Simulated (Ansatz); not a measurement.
Basis sets compared for B₄O₁₁H₁₀, a hydroxylated oxide cluster. Charge 0, multiplicity 1. Geometry PBE-D4/def2-SVP. Ansatz on 4 threads of Arm Neoverse V2 on a shared host; times are rough, and most runs start from earlier orbitals.

Cartesian coordinates in Å:
```
B 0.896 -0.454 -1.725
B -1.038 0.984 -1.201
B -0.933 -1.994 0.955
B 0.809 1.284 1.413
O -0.518 2.118 -1.792
O 1.329 0.363 -2.761
O -0.403 -0.246 -1.263
O 1.704 -1.385 -1.171
O -2.145 1.123 -0.399
O -1.801 -1.012 1.413
O 0.438 -1.984 1.168
O -1.421 -3.064 0.259
O -0.502 1.360 1.843
O 1.597 0.400 2.137
O 1.360 1.941 0.349
H 0.216 1.839 -2.391
H 2.265 0.198 -2.977
H 1.282 -1.796 -0.365
H -2.308 0.272 0.081
H -1.336 -0.266 1.868
H 0.781 -1.230 1.705
H -2.383 -2.991 0.141
H -1.114 1.778 1.194
H 2.504 0.383 1.777
H 0.720 2.380 -0.257
```

In the singlet geometry the species has come apart into loosely held pieces.

Binding counts from free atoms (B doublet, O triplet, H doublet) in the same basis, without a counterpoise term.

```csv
level,functions,energy (Eh),HOMO (eV),LUMO (eV),binding per atom (eV),wall time
HF/STO-3G,85,-916.2137,-10.07,9.11,3.38,0.8 s
HF/6-31G,155,-928.3329,-13.87,4.09,2.93,1.8 s
PBE-D4/def2-SVP,260,-931.8855,-7.30,-0.37,4.91,6 s
PBE0-D4/def2-SVP,260,-931.9030,-9.13,0.55,4.76,9 s
```

Question: Estimate the rows for PBE-D4/def2-TZVP, PBE0-D4/def2-TZVP (with forces).

Answer: 
| level | functions | energy (Eh) | HOMO (eV) | LUMO (eV) | binding per atom (eV) | wall time |
| --- | --- | --- | --- | --- | --- | --- |
| PBE-D4/def2-TZVP | 525 | -932.9702 | -7.67 | -1.01 | 4.82 | 12 s |
| PBE0-D4/def2-TZVP (with forces) | 525 | -932.9817 | -9.41 | -0.14 | 4.67 | 43 s |
